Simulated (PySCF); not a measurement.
# One molecule, several mistakes: BCH5NO anion

These are calculations, not measurements. They come from PySCF 2.14.0, an open-source quantum chemistry program, on an isolated molecule that a program drew, which may never have been made. The molecule is BCH5NO anion (charge -1, singlet), drawn as the SMILES string `CB(N)[O-]`.

Each row is a Hartree-Fock (HF) and frozen-core CCSD(T) single point in the aug-cc-pVDZ basis, meant for a local HF minimum. Run 1 is clean. Each other run has one planted mistake out of seven kinds, and not every kind appears here: one electron removed, one electron added, multiplicity raised by two, geometry at a saddle point, minimal basis STO-3G, one bond length entered in bohr, all coordinates scaled. The reference is restricted for singlets and unrestricted otherwise, and also for a bond in bohr. Adding or removing an electron swaps singlet and doublet. Electrons count all cores. HOMO and LUMO are orbital energies over both spins, the gradient is its largest component, and the lowest frequency (negative if imaginary) is given only where the gradient is small. Bond lengths are over the 8 bonds as drawn. T1 is the CCSD diagnostic: over 0.02 (restricted) or 0.045 (unrestricted) a single reference is doubtful.

Geometry of the clean run:
```xyz
9
BCH5NO anion, angstrom
C     0.1633    0.5674   -2.2481
B    -0.4560    0.7150   -0.7298
N     0.4738    0.1960    0.3238
O    -1.6117    1.2164   -0.4719
H    -0.6314    0.3191   -2.9590
H     0.5815    1.5313   -2.5715
H     0.9622   -0.1799   -2.3548
H     1.4557    0.1481    0.1448
H     0.2816    0.5034    1.2558
```

| run | electrons | basis functions | <S^2> | HOMO (eV) | LUMO (eV) | gradient (hartree/bohr) | lowest frequency (cm^-1) | mean bond (Å) | longest bond (Å) | T1 | HF (hartree) | CCSD(T) (hartree) | mistake |
|---|---|---|---|---|---|---|---|---|---|---|---|---|---|
| 1 | 32 | 137 | 0.000 | -3.98 | 3.84 | 1.6e-05 | 33 | 1.2154 | 1.646 | 0.0175 | -194.88624 | -195.57807 | no fault |
| 2 | 32 | 137 | 0.000 | -4.02 | 3.83 | 1.6e-02 | - | 1.2275 | 1.663 | 0.0177 | -194.88537 | -195.57969 | all coordinates scaled |
| 3 | 32 | 137 | 0.638 | -4.32 | 3.82 | 2.0e-02 | - | 1.3376 | 2.077 | 0.0572 | -194.76772 | -195.46198 | one bond length entered in bohr |
| 4 | 32 | 137 | 2.012 | 0.84 | 3.42 | 1.3e-01 | - | 1.2154 | 1.646 | 0.0349 | -194.81923 | -195.46380 | multiplicity raised by two |
| 5 | 31 | 137 | 0.762 | -11.31 | 0.85 | 1.3e-01 | - | 1.2154 | 1.646 | 0.0280 | -194.85087 | -195.48449 | one electron removed |
| 6 | 32 | 25 | 0.000 | 1.38 | 19.53 | 6.9e-02 | - | 1.2154 | 1.646 | 0.0146 | -192.17485 | -192.40913 | ? |

**Which mistake was planted in run 6, and what did it cost?**

It has 25 basis functions where the clean run has 137, with the same electrons and geometry. So the mistake is: minimal basis STO-3G. Subtracting run 1 and multiplying by 627.51 kcal/mol a hartree, the energy moved by 1701.4 kcal/mol in HF and 1988.5 kcal/mol in CCSD(T).

Cautions from the logs. Run 3: T1 is over the limit, so its CCSD(T) energy is less reliable; run 4: the HOMO is above zero, so the electron isn't bound and the energy depends on the basis; run 6: the HOMO is above zero, so the electron isn't bound and the energy depends on the basis.
